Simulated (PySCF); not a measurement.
## Adding and removing an electron: CsO

UHF; Cs def2-SVP with ECP46, O def2-SVP; scalar-relativistic core potentials (PySCF 2.14). Neutral (UHF): doublet (π ↑), Re = 2.602 Å, ωe = 344 cm⁻¹, De = 0.81 eV, HOMO -7.48 eV, LUMO -0.06 eV.

CsO⁺ (UHF): triplet (π ↑↑), Re = 3.462 Å, ωe = 91.9 cm⁻¹, De = 0.14 eV to Cs⁺ + O. The energies at the minima are -94.60509 hartree for CsO and -94.45222 for CsO⁺.

Problem. Work out the adiabatic ionisation energy, without and with harmonic zero-point energies (1 hartree = 27.2114 eV, 1 eV = 8065.5 cm⁻¹), and the change of the bond length.

Solution. At UHF: 0.15287 hartree = 4.160 eV between the minima; the zero-point term (91.9 − 344.0)/2 cm⁻¹ = -0.016 eV makes it 4.144 eV. Re changes by +86.0 pm against the neutral. The electron leaves a π orbital, and the ion is left as a loose complex of an ion and an atom.

These are scalar-relativistic numbers at best; spin–orbit coupling would shift them, the dissociation energy most. For an ion De counts to the pair picked by the measured ionisation energies or electron affinities, which need not be the lowest pair at this level. Hartree–Fock leaves out correlation, which carries a large part of most bond energies and some tenths to 1 eV of ionisation energies. States were picked by a PBE0 search and need not be the measured ground states.
